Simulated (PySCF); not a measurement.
PySCF input for CH₄Si, SMILES C=[SiH2], ADC(2)/aug-cc-pVDZ. Geometry: B3LYP-D3(BJ)/def2-TZVP.

```python
import numpy as np
from pyscf import gto, scf, dft, adc

mol = gto.M(
    atom='''
    C     0.00000000    0.00000000   -1.15197677
    Si    0.00000000    0.00000000    0.54890440
    H     0.00000000   -0.91531484   -1.72950662
    H     0.00000000    0.91531484   -1.72950661
    H     0.00000000    1.24051789    1.34310613
    H     0.00000000   -1.24051790    1.34310612
    ''',
    basis='aug-cc-pVDZ',
    charge=0,
    spin=0,
    max_memory=1600,
    verbose=4,
)
mf = scf.RHF(mol)
mf.conv_tol = 1e-10
mf.max_cycle = 100
mf.kernel()
res = {}
for kind, nroots in (('ee', 6), ('ip', 6), ('ea', 2)):
    a = adc.ADC(mf).density_fit('aug-cc-pvdz-ri')
    a.method, a.method_type = 'adc(2)', kind
    e, v, p, x = a.kernel(nroots=nroots)
    res[kind] = (e * 27.211386245988, p)
for kind, (e, p) in res.items():
    print(kind, 'energies / eV', np.round(e, 3), 'strengths', np.round(p, 4))
```

Program output:

```
PySCF version 2.14.0

[INPUT] verbose = 4
[INPUT] num. atoms = 6
[INPUT] num. electrons = 24
[INPUT] charge = 0
[INPUT] spin (= nelec alpha-beta = 2S) = 0
[INPUT] symmetry False subgroup None
[INPUT] Mole.unit = angstrom
[INPUT] Symbol           X                Y                Z      unit          X                Y                Z       unit  Magmom
[INPUT]  1 C      0.000000000000   0.000000000000  -1.151976770000 AA    0.000000000000   0.000000000000  -2.176920597161 Bohr   0.0
[INPUT]  2 Si     0.000000000000   0.000000000000   0.548904400000 AA    0.000000000000   0.000000000000   1.037278984569 Bohr   0.0
[INPUT]  3 H      0.000000000000  -0.915314840000  -1.729506620000 AA    0.000000000000  -1.729694365350  -3.268293842422 Bohr   0.0
[INPUT]  4 H      0.000000000000   0.915314840000  -1.729506610000 AA    0.000000000000   1.729694365350  -3.268293823525 Bohr   0.0
[INPUT]  5 H      0.000000000000   1.240517890000   1.343106130000 AA    0.000000000000   2.344239064723   2.538102741924 Bohr   0.0
[INPUT]  6 H      0.000000000000  -1.240517900000   1.343106120000 AA    0.000000000000  -2.344239083621   2.538102723027 Bohr   0.0

nuclear repulsion = 51.5008459914512
number of shells = 36
number of NR pGTOs = 129
number of NR cGTOs = 86
basis = aug-cc-pVDZ
ecp = {}


******** <class 'pyscf.scf.hf.RHF'> ********
method = RHF
initial guess = minao
damping factor = 0
level_shift factor = 0
DIIS = <class 'pyscf.scf.diis.CDIIS'>
diis_start_cycle = 1
diis_space = 8
diis_damp = 0
SCF conv_tol = 1e-10
SCF conv_tol_grad = None
SCF max_cycles = 100
direct_scf = True
direct_scf_tol = 1e-13
Set gradient conv threshold to 1e-05
Initial guess from minao.
init E= -329.004953049433
  HOMO = -0.225471410077097  LUMO = -0.0028807880795183  gap/eV = 6.05700
cycle= 1 E= -329.03420444651  delta_E= -0.0293  |g|= 0.241  |ddm|= 2.26
  HOMO = -0.313291717296011  LUMO = 0.036871546000332  gap/eV = 9.52843
cycle= 2 E= -329.058211863518  delta_E= -0.024  |g|= 0.0918  |ddm|= 0.445
  HOMO = -0.324169700288278  LUMO = 0.0395396182595071  gap/eV = 9.89703
cycle= 3 E= -329.061189408436  delta_E= -0.00298  |g|= 0.042  |ddm|= 0.149
  HOMO = -0.313584809388148  LUMO = 0.0397758344601575  gap/eV = 9.61543
cycle= 4 E= -329.061919316224  delta_E= -0.00073  |g|= 0.0068  |ddm|= 0.0712
  HOMO = -0.314998904354537  LUMO = 0.0396603971264602  gap/eV = 9.65077
cycle= 5 E= -329.061951238507  delta_E= -3.19e-05  |g|= 0.00276  |ddm|= 0.0127
  HOMO = -0.314667142878048  LUMO = 0.0396593984451723  gap/eV = 9.64172
cycle= 6 E= -329.061958154994  delta_E= -6.92e-06  |g|= 0.00114  |ddm|= 0.00769
  HOMO = -0.31471071545575  LUMO = 0.0396569139383471  gap/eV = 9.64283
cycle= 7 E= -329.061959620919  delta_E= -1.47e-06  |g|= 0.000238  |ddm|= 0.00481
  HOMO = -0.314674091112179  LUMO = 0.0396577776187965  gap/eV = 9.64186
cycle= 8 E= -329.061959704169  delta_E= -8.33e-08  |g|= 3.48e-05  |ddm|= 0.00123
  HOMO = -0.314674418908214  LUMO = 0.0396581224560184  gap/eV = 9.64188
cycle= 9 E= -329.06195970585  delta_E= -1.68e-09  |g|= 4.19e-06  |ddm|= 0.00014
  HOMO = -0.314674287860919  LUMO = 0.0396582089353048  gap/eV = 9.64188
cycle= 10 E= -329.061959705868  delta_E= -1.73e-11  |g|= 8.82e-07  |ddm|= 1.78e-05
  HOMO = -0.314674229666307  LUMO = 0.0396582174405  gap/eV = 9.64188
Extra cycle  E= -329.061959705867  delta_E= 3.41e-13  |g|= 3.49e-07  |ddm|= 2.29e-06
converged SCF energy = -329.061959705867

******** <class 'pyscf.adc.radc.RADC'> ********
******** ADC Orbital Information ********
Number of Frozen Occupied Orbitals: 0
Number of Frozen Virtual Orbitals: 0
Number of Active Occupied Orbitals: 12
Number of Active Virtual Orbitals: 74
*****************************************
******** <class 'pyscf.df.df.DF'> ********
auxbasis = aug-cc-pvdz-ri
Reference correlation energy (doubles): -0.26567669
MP2 correlation energy of reference state (a.u.) = -0.26567669

******** <class 'pyscf.adc.radc_ee.RADCEE'> ********
max_space = 12
max_cycle = 50
conv_tol = 1e-08

*************************************************************
        ADC calculation summary (singlet states only)
*************************************************************
adc(2) root 0  |  Energy (Eh) =   0.1938776124  |  Energy (eV) =   5.27567855  |  Osc. strength = 0.30958496  |  conv = True
adc(2) root 1  |  Energy (Eh) =   0.2089370417  |  Energy (eV) =   5.68546649  |  Osc. strength = 0.12046029  |  conv = True
adc(2) root 2  |  Energy (Eh) =   0.2273868615  |  Energy (eV) =   6.18751167  |  Osc. strength = 0.00547858  |  conv = True
adc(2) root 3  |  Energy (Eh) =   0.2393683067  |  Energy (eV) =   6.51354339  |  Osc. strength = 0.00000000  |  conv = True
adc(2) root 4  |  Energy (Eh) =   0.2441435460  |  Energy (eV) =   6.64348427  |  Osc. strength = 0.10606829  |  conv = True
adc(2) root 5  |  Energy (Eh) =   0.2586015750  |  Energy (eV) =   7.03690728  |  Osc. strength = 0.03481651  |  conv = True

******** <class 'pyscf.adc.radc.RADC'> ********
******** ADC Orbital Information ********
Number of Frozen Occupied Orbitals: 0
Number of Frozen Virtual Orbitals: 0
Number of Active Occupied Orbitals: 12
Number of Active Virtual Orbitals: 74
*****************************************
******** <class 'pyscf.df.df.DF'> ********
auxbasis = aug-cc-pvdz-ri
Reference correlation energy (doubles): -0.26567669
MP2 correlation energy of reference state (a.u.) = -0.26567669

******** <class 'pyscf.adc.radc_ip.RADCIP'> ********
max_space = 12
max_cycle = 50
conv_tol = 1e-08

*************************************************************
        ADC calculation summary (doublet states only)
*************************************************************
adc(2) root 0  |  Energy (Eh) =   0.3101069291  |  Energy (eV) =   8.43843935  |  Spec. factor = 1.78647600  |  conv = True
adc(2) root 1  |  Energy (Eh) =   0.4470943150  |  Energy (eV) =  12.16605599  |  Spec. factor = 1.74318922  |  conv = True
adc(2) root 2  |  Energy (Eh) =   0.4581718022  |  Energy (eV) =  12.46748977  |  Spec. factor = 1.79229012  |  conv = True
adc(2) root 3  |  Energy (Eh) =   0.5080689119  |  Energy (eV) =  13.82525929  |  Spec. factor = 1.71958152  |  conv = True
adc(2) root 4  |  Energy (Eh) =   0.6243830909  |  Energy (eV) =  16.99032931  |  Spec. factor = 1.70448594  |  conv = True
adc(2) root 5  |  Energy (Eh) =   0.6690001391  |  Energy (eV) =  18.20442103  |  Spec. factor = 0.00096949  |  conv = True

******** <class 'pyscf.adc.radc.RADC'> ********
******** ADC Orbital Information ********
Number of Frozen Occupied Orbitals: 0
Number of Frozen Virtual Orbitals: 0
Number of Active Occupied Orbitals: 12
Number of Active Virtual Orbitals: 74
*****************************************
******** <class 'pyscf.df.df.DF'> ********
auxbasis = aug-cc-pvdz-ri
Reference correlation energy (doubles): -0.26567669
MP2 correlation energy of reference state (a.u.) = -0.26567669

******** <class 'pyscf.adc.radc_ea.RADCEA'> ********
max_space = 12
max_cycle = 50
conv_tol = 1e-08

*************************************************************
        ADC calculation summary (doublet states only)
*************************************************************
adc(2) root 0  |  Energy (Eh) =   0.0308636904  |  Energy (eV) =   0.83984379  |  Spec. factor = 1.97152222  |  conv = True
adc(2) root 1  |  Energy (Eh) =   0.0398525009  |  Energy (eV) =   1.08444179  |  Spec. factor = 1.96869417  |  conv = True
ee energies / eV [5.276 5.685 6.188 6.514 6.643 7.037] strengths [0.3096 0.1205 0.0055 0.     0.1061 0.0348]
ip energies / eV [ 8.438 12.166 12.467 13.825 16.99  18.204] strengths [1.7865e+00 1.7432e+00 1.7923e+00 1.7196e+00 1.7045e+00 1.0000e-03]
ea energies / eV [0.84  1.084] strengths [1.9715 1.9687]
```

The run converged.

Cost: about 110 core-seconds (a rough figure).
